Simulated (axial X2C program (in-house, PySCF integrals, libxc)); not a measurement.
## Working with the constants of BaBr⁺

A bond curve at the PBE0 level, 2c, was computed with an in-house all-electron X2C program for linear molecules (integrals from PySCF) (basis Ba dyall-v2z [12s13p8d], Br dyall-v2z [7s8p5d] (cores contracted in-house)) for the state Ω = 0 (closed shell). Its fit gives Re = 2.7716 Å, ωe = 231.1 cm⁻¹, ωexe = 0.371 cm⁻¹ and αe = 1.031e-04 cm⁻¹; the masses are 137.9052 and 78.9183 u. Two-component means X2C with spin–orbit coupling and atomic mean-field Coulomb and Gaunt terms.

Find the reduced mass, Be and the force constant.

From the PBE0 values: μ = 50.1940 u. Be = 16.8576/(μ Re²) = 0.04372 cm⁻¹. k = 5.8918×10⁻⁷ μ ωe² = 1.58 mdyn/Å.

Estimate the centrifugal constant by the Kratzer relation.

D = 4Be³/ωe² = 6.26e-09 cm⁻¹.

A Morse curve ties αe to the other constants (Pekeris). How well does that hold?

αe(Morse) = 6Be²/ωe × (√(ωexe/Be) − 1) = 9.494e-05 cm⁻¹; the PBE0 curve gives 1.031e-04 cm⁻¹, a ratio of 0.92.

Estimate De from a Morse curve and compare with the computed well depth of 4.100 eV to Ba+ + Br.

De(Morse) = ωe²/(4ωexe) = 4.462 eV against 4.100 eV computed, a ratio of 1.09. For De the Morse form works well here.

Where do the fundamental and the first overtone lie?

ν(1←0) = ωe − 2ωexe = 230.4 cm⁻¹; ν(2←0) = 2ωe − 6ωexe = 460.0 cm⁻¹.

The state is a single determinant with fixed occupations, the lowest that a limited PBE0 search found. De is counted from the lowest determinant-based energies of the atoms at the same level, without counterpoise correction. The functionals have no current-density term, which raises determinants with orbital currents, atoms included.
